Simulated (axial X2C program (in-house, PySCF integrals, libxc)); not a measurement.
# Potential curves of MgZn, 2c

Computed with an in-house relativistic program for diatomic molecules. Two-component (2c) means X2C with spin–orbit coupling and atomic mean-field two-electron Coulomb and Gaunt terms. Basis: Zn dyall-cv3z [9s10p6d3f2g], Mg dyall-cv3z [9s8p6d3f] (cores contracted in-house); Gaussian nuclei, density fitting, unrestricted open shells. Masses: Zn 63.929 u, Mg 23.985 u.

State: Ω = 0 (closed shell). Energies in cm⁻¹ from the fragments at the same level (Zn + Mg). Fits are polynomials in 1 − R0/R over 0.85 to 1.23 times the lowest point R0.

```csv
R (Å),TPSSh
3.0102,-352
3.1486,-528
3.2524,-588
3.3562,-603
3.4600,-593
3.5811,-561
3.7022,-511
3.8579,-443
4.0482,-358
4.3250,-247
```

The state is a single determinant with fixed occupations, the lowest that a limited PBE0 search found. Dissociation energies refer to the lowest single-determinant-based atoms at the same level and basis. The bond is weak and the correlated curve of this state has no minimum in the scanned range, so this well may be an artefact of the functional.

(1) Fit the TPSSh curve near its minimum: give the equilibrium distance, the harmonic wavenumber and the well depth.

## Answers

(1) At TPSSh, 2c: Re = 3.359 Å, ωe ≈ 69.3 cm⁻¹, De = 0.07 eV to Zn + Mg; Be follows as 0.0857 cm⁻¹.
